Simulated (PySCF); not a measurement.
C₅H₈SSi.
Bonds: C1–S2, S2–C3, C3–C4 (double), C4–C5, C5–C6 (double), C6–Si7, C3–Si7. Hydrogens: H8, H9, H10 on C1; H11 on C4; H12 on C5; H13 on C6; H14, H15 on Si7.

The same species was optimised twice, with GFN2-xTB and with PBE0-D3(BJ)/def2-SVP (PySCF), and the same property calculations (PySCF, gas phase) were run on both structures.

```
     coordinate  GFN2-xTB  PBE0-D3(BJ)/def2-SVP  change
      C4–C5 (Å)     1.444                 1.470  +0.026
      C1–S2 (Å)     1.817                 1.803  -0.014
     C6–Si7 (Å)     1.872                 1.860  -0.012
      C3=C4 (Å)     1.348                 1.360  +0.012
     C3–Si7 (Å)     1.906                 1.896  -0.010
      C5=C6 (Å)     1.344                 1.354  +0.010
      S2–C3 (Å)     1.740                 1.734  -0.006
  C3–Si7–C6 (°)      88.7                  92.8    +4.1
  C5–C6–Si7 (°)     109.5                 106.3    -3.2
  C4–C3–Si7 (°)     109.1                 106.1    -3.0
   S2–C3–C4 (°)     122.2                 123.9    +1.7
   C4–C5–C6 (°)     117.1                 118.4    +1.3
  S2–C3–Si7 (°)     128.7                 130.0    +1.3
   C3–C4–C5 (°)     115.6                 116.4    +0.8
   C1–S2–C3 (°)     101.5                 102.0    +0.5
C1–S2–C3–C4 (°)      -179                  -178      +1
```

Rotational constants: A = 3632, B = 1321, C = 986.1 MHz (GFN2-xTB) against A = 3729, B = 1287, C = 974.1 MHz (PBE0-D3(BJ)/def2-SVP). Atoms that the bonding makes alike are paired by their places after alignment.

On the GFN2-xTB structure: lowest singlet, TDDFT (eV) 3.61 [CAM-B3LYP/def2-SVPD]; lowest triplet, Tamm–Dancoff (eV) 2.16 [CAM-B3LYP/def2-SVPD]; isotropic polarisability (au) 105.7 [CAM-B3LYP/def2-SVPD]; HOMO (eV) -6.87 [CAM-B3LYP/def2-SVPD]; LUMO (eV) -0.41 [CAM-B3LYP/def2-SVPD]; dipole (D) 1.29 [CAM-B3LYP/def2-SVPD]; HOMO (eV) -5.70 [PBE0/pcSseg-1]; LUMO (eV) -1.48 [PBE0/pcSseg-1]; dipole (D) 1.38 [PBE0/pcSseg-1]; GIAO shielding of C1 (ppm) 163.3 [PBE0/pcSseg-1]; GIAO shielding of S2 (ppm) 452.4 [PBE0/pcSseg-1]; GIAO shielding of C3 (ppm) 27.0 [PBE0/pcSseg-1]; GIAO shielding of C4 (ppm) 48.1 [PBE0/pcSseg-1]; GIAO shielding of C5 (ppm) 27.6 [PBE0/pcSseg-1]; GIAO shielding of C6 (ppm) 64.0 [PBE0/pcSseg-1]; GIAO shielding of Si7 (ppm) 400.4 [PBE0/pcSseg-1].

What do these properties become on the PBE0-D3(BJ)/def2-SVP structure?

```
                                    property                level  on GFN2-xTB  on PBE0-D3(BJ)/def2-SVP  change
                  lowest singlet, TDDFT (eV)  CAM-B3LYP/def2-SVPD         3.61                     3.68   +0.07
           lowest triplet, Tamm–Dancoff (eV)  CAM-B3LYP/def2-SVPD         2.16                     2.22   +0.06
               isotropic polarisability (au)  CAM-B3LYP/def2-SVPD        105.7                    107.2    +1.5
                                   HOMO (eV)  CAM-B3LYP/def2-SVPD        -6.87                    -6.97   -0.10
                                   LUMO (eV)  CAM-B3LYP/def2-SVPD        -0.41                    -0.46   -0.05
                                  dipole (D)  CAM-B3LYP/def2-SVPD         1.29                     0.97   -0.32
energy, GFN2-xTB geometry as zero (kcal/mol)  CAM-B3LYP/def2-SVPD          0.0                     -2.1    -2.1
                                   HOMO (eV)        PBE0/pcSseg-1        -5.70                    -5.81   -0.11
                                   LUMO (eV)        PBE0/pcSseg-1        -1.48                    -1.54   -0.06
                                  dipole (D)        PBE0/pcSseg-1         1.38                     1.07   -0.31
energy, GFN2-xTB geometry as zero (kcal/mol)        PBE0/pcSseg-1          0.0                     -1.9    -1.9
                  GIAO shielding of C1 (ppm)        PBE0/pcSseg-1        163.3                    162.7    -0.6
                  GIAO shielding of S2 (ppm)        PBE0/pcSseg-1        452.4                    459.2    +6.8
                  GIAO shielding of C3 (ppm)        PBE0/pcSseg-1         27.0                     27.8    +0.8
                  GIAO shielding of C4 (ppm)        PBE0/pcSseg-1         48.1                     45.0    -3.1
                  GIAO shielding of C5 (ppm)        PBE0/pcSseg-1         27.6                     23.7    -3.9
                  GIAO shielding of C6 (ppm)        PBE0/pcSseg-1         64.0                     61.9    -2.1
                 GIAO shielding of Si7 (ppm)        PBE0/pcSseg-1        400.4                    397.8    -2.6
```

The heavy atoms differ by 0.034 Å rms after alignment (one structure mirrored). Among bonds between heavy atoms C4–C5 changes most (+0.026 Å). Changes are differences of the printed values. Neither structure is proved a minimum here.

The values belong to the conformer `[CH3:1][S:2][C:3]1=[CH:4][CH:5]=[CH:6][SiH2:7]1`: C1–S2–C3–C4 -178°.
